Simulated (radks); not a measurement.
Task: Neutral neon, configuration [He] 2s2 2p4 3d2 (not the ground configuration). Calculated with a radial shooting solver on a logarithmic mesh with Libxc functionals: non-relativistic Kohn-Sham, OLYP, spin-polarised, spherical densities, point nucleus; open shells are filled with parallel spins first. Some entries of the table are withheld. Estimate them.

orbital,occ.,eigenvalue (eV),<r^2> (bohr^2),r(max) (bohr)
1s up,1,-870.2553,0.03376,0.1029
1s down,1,-868.4662,0.03350,0.1028
2s up,1,-69.6638,0.8060,0.6579
2s down,1,-64.5925,0.8454,0.6657
2p up,3,-46.4557,0.8034,0.5787
2p down,1,-40.9311,0.8913,0.5952
3s up,0,-7.7120,11.62,(1)
3p up,0,-4.4316,(2),3.313
3d up,2,-1.1129,43.24,5.185

Result: 
(1) 3s up r(max) (bohr): 2.683
(2) 3p up <r^2> (bohr^2): 18.10
